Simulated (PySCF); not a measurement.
Removing an electron from `Cl[CH2][Ga@@H-]1[O]C=CC=[O+]1`

Compound: C4H6ClGaO2.
Atom-mapped SMILES: `[Cl:1][CH2:2][Ga@@H-:3]1[O:4][CH:5]=[CH:6][CH:7]=[O+:8]1` (hydrogens: H9, H10 on C2; H11 on Ga3; H12 on C5; H13 on C6; H14 on C7)

Cartesian coordinates in Å at the PBE0-D3(BJ)/def2-SVP level; atoms count from 1:
```
atom  x, y, z in Å
Cl1    3.3405   -1.4483    0.0276
C2     2.3491    0.0242   -0.2680
Ga3    0.8715    0.0354    1.0430
O4    -0.3678   -1.3635    0.4606
C5    -1.4445   -1.1710   -0.1709
C6    -2.0056    0.0611   -0.5218
C7    -1.4313    1.2851   -0.1674
O8    -0.3517    1.4641    0.4653
H9     1.9869   -0.0239   -1.3049
H10    3.0147    0.8945   -0.1794
H11    0.9457    0.0270    2.5969
H12   -1.9913   -2.0861   -0.4632
H13   -2.9479    0.0672   -1.0693
H14   -1.9688    2.2065   -0.4583
```

Level: PBE0/def2-SVPD (PySCF). Frontier orbitals with their largest atomic shares (Löwdin; up to four atoms above 4 %):

```csv
orbital,ε (eV),main atoms
HOMO−3,-8.64,"O4 30 %, O8 30 %, C5 8 %, C7 8 %"
HOMO−2,-8.27,"Cl1 77 %, C2 13 %"
HOMO−1,-7.90,"Cl1 25 %, C6 22 %, O8 10 %, O4 10 %"
HOMO,-7.24,?
LUMO,-2.35,"C7 26 %, C5 25 %, O4 16 %, O8 16 %"
LUMO+1,0.11,"Ga3 25 %, Cl1 21 %, C2 11 %, O8 10 %"
LUMO+2,0.42,"Ga3 20 %, Cl1 13 %, C6 10 %, C5 9 %"
```

Q: What vertical ionisation energy does ΔSCF give, and how far is −ε(HOMO) from it?

A: ΔSCF: 8.94 eV (863 kJ/mol; threshold wavelength 139 nm); ⟨S²⟩ of the doublet left behind is 0.764, against 0.75 for a pure doublet. −ε(HOMO) is 7.24 eV, 1.70 eV below it. In exact Kohn–Sham theory the two would be equal; PBE0 (global hybrid, 25 % exact exchange) falls short of its own ΔSCF value by 19 %. Holes in the HOMO−1 and HOMO−2 were tried too where these lie within 1.2 eV of the HOMO; the lowest converged state counts.

Q: On which atoms does the HOMO lie?

A: Cl1 (alkyl chlorine) 26 %, C2 (sp3 C–Cl carbon) 19 %, C6 (alkene CH carbon) 12 %, Ga3 (gallium bonded to C, 2 O and H) 10 %, so no atom holds as much as 40 %. The HOMO−1 lies 0.66 eV lower.

Q: And the vertical electron affinity, the fundamental gap, Mulliken's electronegativity and the hardness (with the factor ½)?

A: EA = 0.52 eV by ΔSCF (−ε(LUMO) = 2.35 eV). IE − EA = 8.42 eV against an orbital gap of 4.89 eV; (IE + EA)/2 = 4.73 eV; (IE − EA)/2 = 4.21 eV. Parr's electrophilicity index (IE + EA)²/[8(IE − EA)] is 1.33 eV.

Q: With α = 94.8 au, estimate the like-pair dispersion coefficient by London's formula C6 = (3/4)α²I.

A: I = 0.3287 Eh, so C6 ≈ 2220 au, a rough estimate.

Q: What kinetic energy would electrons from this vertical process carry with He II light (40.814 eV)?

A: 40.81 − 8.94 = 31.87 eV.

Q: The lowest singlet excitation (vertical TDDFT, same level) lies at 4.01 eV. How far is it below IE − EA?

A: IE − EA = 8.42 eV, so by 4.41 eV.

One conformer (not necessarily the lowest) at the PBE0-D3(BJ)/def2-SVP geometry, without solvent, vibrations or thermal averaging. The calculation is non-relativistic, for gallium too.
